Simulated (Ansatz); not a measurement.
Gas-phase electronic energies from Ansatz, PBE0-D4/def2-TZVP geometries. CCSD(T)/CBS adds triple-zeta CCSD(T) − MP2 to the extrapolated MP2 energy (def2 sets, frozen cores). This one scheme is used for every species. Functionals use def2-TZVPP. B3LYP here is the variant with VWN-RPA as its local correlation; programs differ in this. HSE06 is defined as in plane-wave codes. For Ge outer-core shells are correlated without core-valence functions, which leaves a few kJ/mol of doubt a bond. Scalar relativity is left out up to krypton. Each species was taken in one conformer, which may not be the lowest.

Reaction (ligand exchange at a Ge–C bond): `N=[C](Cl)[GeH3]` + `CO[SiH](O)F` → `CO[SiH](F)[O][GeH3]` + `N=CCl`

`N=[C](Cl)[GeH3]`:

Cartesian coordinates in Å:
```
N -1.044 1.254 -1.010
C -0.410 0.189 -0.844
Cl -0.305 -0.926 -2.197
Ge 0.532 -0.473 0.761
H -1.039 1.821 -0.163
H 2.013 -0.665 0.417
H 0.353 0.601 1.846
H -0.100 -1.800 1.190
```

`CO[SiH](O)F`:

```xyz
10

C    -0.616    0.430    1.438
O    -0.541   -0.330    0.249
Si    0.421   -0.007   -1.017
O     0.373   -1.259   -2.043
F     1.897    0.234   -0.462
H    -1.007    1.434    1.242
H     0.364    0.519    1.915
H    -1.296   -0.078    2.122
H     0.044    1.205   -1.760
H     0.360   -2.147   -1.683
```

`CO[SiH](F)[O][GeH3]`:

```xyz
13

C    -0.999   -1.933   -0.810
O    -0.582   -0.640   -0.426
Si   -0.276   -0.163    1.099
F     0.757   -1.189    1.750
O     0.351    1.314    1.040
Ge    1.223    2.224   -0.226
H    -0.259   -2.688   -0.527
H    -1.960   -2.193   -0.355
H    -1.116   -1.944   -1.894
H    -1.475   -0.188    1.954
H     2.287    1.308   -0.846
H     0.195    2.682   -1.268
H     1.854    3.410    0.510
```

`N=CCl`:

```xyz
5

N     0.901   -0.378    0.171
C    -0.250    0.028   -0.086
Cl   -1.350   -0.938   -1.007
H     1.408    0.314    0.719
H    -0.709    0.974    0.204
```

```tsv
level	ΔE (kJ/mol)	difference from CCSD(T)/CBS
LDA (SPW92)	-36.7	13.9
PBE-D4	-42.3	8.3
revPBE-D4	-43.1	7.5
BLYP-D4	-50.5	0.1
r2SCAN-D4	-50.7	-0.1
B97M-V	-58.6	-8.0
PBE0-D4	-48.3	2.3
B3LYP-D4	-54.9	-4.3
r2SCANh-D4	-51.9	-1.3
r2SCAN0-D4	-53.7	-3.1
HSE06-D4	-48.1	2.5
BHLYP-D4	-63.4	-12.8
CAM-B3LYP-D4	-58.6	-8.0
ωB97X-V	-56.7	-6.1
ωB97M-V	-53.4	-2.8
PBE-QIDH	-53.0	-2.4
PBE	-42.0	8.6
revPBE	-43.3	7.3
r2SCAN	-50.2	0.4
PBE0	-47.8	2.8
B3LYP	-54.8	-4.2
r2SCANh	-51.4	-0.8
r2SCAN0	-53.2	-2.6
HSE06	-47.6	3.0
BHLYP	-63.0	-12.4
LC-ωPBE	-53.3	-2.7
RPA@PBE/def2-TZVPP	-55.8	-5.2
HF/def2-SVP	-78.2	-27.6
MP2/def2-SVP	-63.1	-12.5
CCSD/def2-SVP	-66.5	-15.9
CCSD(T)/def2-SVP	-63.9	-13.3
HF/def2-TZVPP	-77.0	-26.4
MP2/def2-TZVPP	-52.7	-2.1
SCS-MP2/def2-TZVPP	-59.0	-8.4
CCSD/def2-TZVPP	-57.9	-7.3
CCSD(T)/def2-TZVPP	-54.4	-3.8
HF/def2-QZVPP	-78.6	-28.0
SCS-MP2/def2-QZVPP	-57.6	-7.0
MP2/CBS(def2)	-48.8	1.8
CCSD/CBS(def2)	-54.1	-3.5
CCSD(T)/CBS	-50.6	0
```

Largest T1 diagnostic among the species: 0.013.

From PBE to PBE0 (25 % exact exchange), in def2-TZVPP and without D4, ΔE moves by −5.8 kJ/mol. At CCSD(T), def2-SVP lies −13.3 kJ/mol from the extrapolated value and def2-TZVPP −3.8 kJ/mol.
